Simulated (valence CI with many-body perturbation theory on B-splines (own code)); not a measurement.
# E1 line list for Ni22+

Level of theory: relativistic CI+MBPT: four valence electrons over a frozen Dirac-Fock core [He], a basis of 11 s, 11 p, 10 d, 8 f, 5 g, 2 h functions for each j, with the one-electron correlation potential Σ1 (screened to all orders), the two-electron term Σ2, the three-electron term Σ3, Breit, model QED; selected single and double excitations, second order for the rest, scaled by the run's own slope (own B-spline code, finite nucleus).

No measured spectrum was set against this ion. As an estimate, levels of excited configurations hold to 0.05 to 0.15 % of their energy, terms of the ground configuration to about 0.5 %. Among the levels kept, up to 1100 cm⁻¹ of a level comes from second order outside the variational space, and about a tenth of that is noise between levels of different J, which matters for small intervals.

Lines 51 to 100 of 545 in falling wavelength, among levels below 1384.7 eV, chosen from the strongest by gf and those to the six lowest levels. Wavelengths and rates use the calculated energies, so an error of 600 cm⁻¹ moves a line at 42.04 nm by 0.25 % and its rate by three times that or more. Electric multipoles are in the length gauge, E1 and E2 with the static RPA response of the core. Weak lines are less certain than strong ones. Lines between different terms over intervals too small for the method are left out, as are lines whose strength nearly cancels. The highest levels of a list are the least certain.

Names give the largest LS component (configuration and term), which can be under half, so a name can repeat, a term be missing and a line seem to break the LS rules; names also repeat where a configuration has a term twice. Letters in brackets count levels of one name in rising energy.

```csv
λ vac (nm),Upper,Lower,A (s⁻¹),S (a.u.) with core polarisation,S without
42.04,2s2 2p 3d 3F°_3,2s2 2p 3p 3D_2,1.74e+09,4.46e-01,4.46e-01
41.99,2s 2p2 3d 5D_4,2s 2p2 3p 5P°_3,1.23e+09,4.06e-01,4.06e-01
41.97,2s 2p2 3d 5F_3 [b],2s 2p2 3p 5P°_2,1.18e+09,3.03e-01,3.03e-01
41.83,2s 2p2 3p 3F°_3,2s 2p2 3s 3D_2,2.07e+09,5.24e-01,5.24e-01
41.69,2s 2p2 3d 3D_3 [e],2s 2p2 3p 3P°_2 [c],1.07e+09,2.69e-01,2.69e-01
41.63,2s 2p2 3p 3P°_2 [c],2s 2p2 3s 3P_2 [b],1.14e+09,2.03e-01,2.03e-01
41.42,2s 2p2 3d 1D_2 [b],2s 2p2 3p 3P°_1 [d],1.13e+09,1.98e-01,1.98e-01
41.31,2s 2p2 3p 5P°_2,2s 2p2 3s 5P_2,1.38e+09,2.40e-01,2.40e-01
41.14,2p3 3d 5D°_2,2p3 3p 5P_1,7.51e+08,1.29e-01,1.29e-01
40.87,2s2 2p 3p 3D_3,2s2 2p 3s 3P°_2,2.19e+09,5.17e-01,5.17e-01
40.84,2p3 3d 5D°_1,2p3 3p 5P_1,1.53e+09,1.54e-01,1.54e-01
40.84,2s 2p2 3d 3F_2 [c],2s 2p2 3p 3D°_1 [c],9.32e+08,1.57e-01,1.57e-01
40.81,2p3 3p 5P_3,2s 2p2 3p 1D°_2 [b],6.41e+08,1.51e-01,1.51e-01
40.42,2s2 2p 3d 3P°_2 [a],2s2 2p 3p 3P_1 [a],1.73e+09,2.82e-01,2.82e-01
40.40,2s 2p2 3d 3D_3 [e],2s 2p2 3p 3D°_3 [c],5.53e+08,1.26e-01,1.26e-01
40.13,2s 2p2 3p 5D°_4,2s 2p2 3s 5P_3,2.71e+09,7.78e-01,7.78e-01
40.08,2s2 2p 3p 3P_2,2s2 2p 3s 3P°_2,1.93e+09,3.07e-01,3.07e-01
40.05,2s 2p2 3p 3D°_2 [d],2s 2p2 3s 3S_1,1.40e+09,2.21e-01,2.21e-01
40.02,2s 2p2 3d 1D_2 [a],2s 2p2 3p 3D°_1 [d],9.81e+08,1.55e-01,1.55e-01
40.00,2s 2p2 3p 3D°_2 [b],2s 2p2 3s 3D_3,1.30e+09,2.04e-01,2.05e-01
39.91,2s 2p2 3p 5D°_3,2s 2p2 3s 5P_2,2.56e+09,5.63e-01,5.63e-01
39.88,2s 2p2 3d 3P_2 [b],2s 2p2 3p 3P°_2 [c],8.53e+08,1.34e-01,1.34e-01
39.60,2s 2p2 3d 3D_2 [d],2s 2p2 3p 1P°_1 [b],1.33e+09,2.04e-01,2.04e-01
39.59,2p3 3d 3D°_3,2s 2p2 3d 1D_2 [c],6.63e+08,1.42e-01,1.42e-01
39.58,2s2 2p 3p 3S_1,2s2 2p 3s 3P°_2,1.66e+09,1.53e-01,1.53e-01
39.56,2s 2p2 3d 3F_4 [a],2s 2p2 3p 3D°_3 [a],2.07e+09,5.69e-01,5.69e-01
39.42,2s2 2p 3d 1D°_2,2s2 2p 3p 3P_1 [b],1.25e+09,1.89e-01,1.89e-01
39.37,2s2 2p 3d 3D°_3,2s2 2p 3p 3P_2,1.33e+09,2.80e-01,2.79e-01
39.29,2s 2p2 3p 3F°_4,2s 2p2 3s 3D_3,2.94e+09,7.91e-01,7.92e-01
39.26,2s 2p2 3d 5F_2,2s 2p2 3p 5D°_1,9.14e+08,1.37e-01,1.37e-01
39.03,2s 2p2 3d 3F_2 [a],2s 2p2 3p 3D°_1 [a],1.68e+09,2.47e-01,2.47e-01
39.02,2s 2p2 3d 3F_2 [b],2s 2p2 3p 3D°_1 [b],1.51e+09,2.22e-01,2.22e-01
38.90,2s2 2p 3d 1F°_3,2s2 2p 3p 1D_2,2.05e+09,4.16e-01,4.16e-01
38.88,2s 2p2 3p 3P°_2 [c],2s 2p2 3s 3S_1,8.46e+08,1.23e-01,1.23e-01
38.85,2s 2p2 3d 3G_3,2s 2p2 3p 3F°_2,2.00e+09,4.05e-01,4.05e-01
38.68,2s 2p2 3p 5D°_2,2s 2p2 3s 5P_1,2.51e+09,3.58e-01,3.59e-01
38.63,2s2 2p 3d 3D°_3,2s2 2p 3p 3D_3,6.85e+08,1.36e-01,1.36e-01
38.47,2s 2p2 3d 5P_3,2s 2p2 3p 5P°_3,1.20e+09,2.36e-01,2.36e-01
38.42,2s 2p2 3d 3F_3 [a],2s 2p2 3p 3D°_2 [a],1.62e+09,3.18e-01,3.18e-01
37.85,2s2 2p 3p 3D_2,2s2 2p 3s 3P°_1,2.74e+09,3.66e-01,3.66e-01
37.74,2s 2p2 3p 3D°_2 [c],2s 2p2 3s 3P_1 [b],2.69e+09,3.57e-01,3.57e-01
37.47,2s 2p2 3p 1D°_2 [a],2s 2p2 3s 3D_1,1.34e+09,1.74e-01,1.74e-01
37.28,2s2 2p 3d 3P°_2 [b],2s2 2p 3p 3S_1,1.05e+09,1.34e-01,1.34e-01
37.27,2s2 2p 3d 3F°_2,2s2 2p 3p 3D_1,2.05e+09,2.62e-01,2.62e-01
37.21,2s2 2p 3p 3P_1 [a],2s2 2p 3s 3P°_0,1.98e+09,1.51e-01,1.51e-01
36.90,2s 2p2 3d 3D_1 [a],2s 2p2 3p 3P°_1 [a],1.72e+09,1.28e-01,1.28e-01
36.84,2s 2p2 3d 1G_4,2s 2p2 3p 1F°_3,2.33e+09,5.18e-01,5.18e-01
36.70,2s 2p2 3p 3D°_3 [b],2s 2p2 3s 3D_3,2.86e+09,4.89e-01,4.89e-01
36.65,2s 2p2 3d 3D_2 [a],2s 2p2 3p 3P°_1 [a],1.08e+09,1.31e-01,1.31e-01
36.59,2s 2p2 3d 3D_2 [a],2s 2p2 3p 3P°_2 [a],1.32e+09,1.60e-01,1.60e-01
```
